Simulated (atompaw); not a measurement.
Reading a pseudo-wave (iridium)

Columns: radius, all-electron u(r) and pseudo u(r) of the 6p shell (level -1.22 eV) of iridium in the configuration [Xe] 4f14 5d7 6s2 6p0; PBE, scalar-relativistic, PAW (atompaw) scheme, atompaw 4.2.0.5.

```tsv
r (bohr)	all-electron	pseudo
0.115	-0.0684	0.0009
0.231	0.0214	0.0036
0.346	0.1163	0.0081
0.462	0.0590	0.0146
0.577	-0.0499	0.0229
0.692	-0.1389	0.0332
0.808	-0.1857	0.0456
0.923	-0.1914	0.0600
1.038	-0.1664	0.0766
1.154	-0.1211	0.0955
1.269	-0.0649	0.1164
1.385	-0.0036	0.1397
1.500	0.0575	0.1648
1.615	0.1163	0.1918
1.731	0.1716	0.2206
1.846	0.2217	0.2503
1.962	0.2671	0.2810
2.077	0.3070	0.3114
2.192	0.3420	0.3412
2.308	0.3726	0.3697
2.423	0.3986	0.3956
2.538	0.4206	0.4185
2.654	0.4391	0.4381
2.769	0.4541	0.4538
2.885	0.4662	0.4662
3.000	0.4755	0.4755
```

(1) How many radial nodes do the two functions have?

(2) Is the pseudo-wave norm-conserving?

## Answers

(1) The all-electron 6p function has n − l − 1 = 4 (the table is too coarse to show those close to the nucleus); the pseudo-wave has 0, since the states of the same l below it are removed with the core.

(2) No, it belongs to a PAW set: the norm inside the radius is not constrained, and the difference is carried by the augmentation charge.
